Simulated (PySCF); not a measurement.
C4H6S, SMILES C=C1CCS1. Atoms are numbered in the order given.

```xyz
11

C     -0.0825    -2.0986     0.0000
C      0.1029    -0.7782     0.0000
C      1.3450     0.0929     0.0000
C      0.5905     1.4448     0.0000
S     -1.0538     0.5836     0.0000
H      0.7772    -2.7743     0.0000
H     -1.0814    -2.5409     0.0000
H      1.9765    -0.0565    -0.8905
H      1.9765    -0.0565     0.8905
H      0.7383     2.0621    -0.8969
H      0.7383     2.0621     0.8969
```

Coordinates come from a B3LYP-D3(BJ)/def2-SVP optimisation.

Computed with PySCF with KT2/pcSseg-1.

GIAO shieldings, no solvent; atoms listed in one row are averaged. δ = σ(ref) − σ: ¹³C against TMS (σ = 185.1 ppm); ³³S against H2S (σ = 723.0 ppm); ¹H against TMS (σ = 31.47 ppm), references at their B3LYP-D3(BJ)/def2-TZVP geometries, non-relativistic.

Q: Estimate the chemical shifts. (An estimate is asked for; the answer gives what the named calculation found.)

A: 
| nucleus | atoms | count | δ (ppm) |
|---|---|---|---|
| ¹³C | C2 | 1 | 148.0 |
| ¹³C | C1 | 1 | 102.9 |
| ¹³C | C3 | 1 | 44.9 |
| ¹³C | C4 | 1 | 30.1 |
| ³³S | S5 | 1 | 405.1 |
| ¹H | H6 | 1 | 5.37 |
| ¹H | H7 | 1 | 5.05 |
| ¹H | H8, H9 | 2 | 3.82 |
| ¹H | H10, H11 | 2 | 3.34 |
